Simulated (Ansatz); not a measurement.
Reaction (ligand exchange at a K–O bond): `C[O][K]` + HI → `[K][I]` + CH₃OH

Calculated with Ansatz (gas phase, PBE0-D4/def2-TZVP geometries, no zero-point term in ΔE). CBS: MP2 limit from def2 TZ/QZ plus the TZ coupled-cluster correction, frozen cores. This one scheme is used for every species. DFT in def2-TZVPP. def2 core potentials past Kr. For I, K outer-core shells are correlated without core-valence functions, which leaves a few kJ/mol of doubt a bond. Scalar relativity is left out up to krypton.

| level | ΔE (kJ/mol) |
| --- | --- |
| revPBE-D4 | -165.0 |
| CCSD(T)/def2-TZVPP | -184.5 |

(1) What does CCSD(T)/CBS give? (An estimate is asked.)

Largest T1 diagnostic among the species: 0.012.

Answers

(1) The calculation gave: -180.0 kJ/mol. The listed levels differ from it by 15.0, -4.5 kJ/mol.

From r2SCAN to r2SCAN0 (25 % exact exchange), in def2-TZVPP and without D4, ΔE moves by −14.0 kJ/mol. In def2-TZVPP, CCSD(T) changes the Hartree–Fock value by +45.0 kJ/mol (the triples alone add +5.1 kJ/mol) and MP2 by +42.0 kJ/mol.
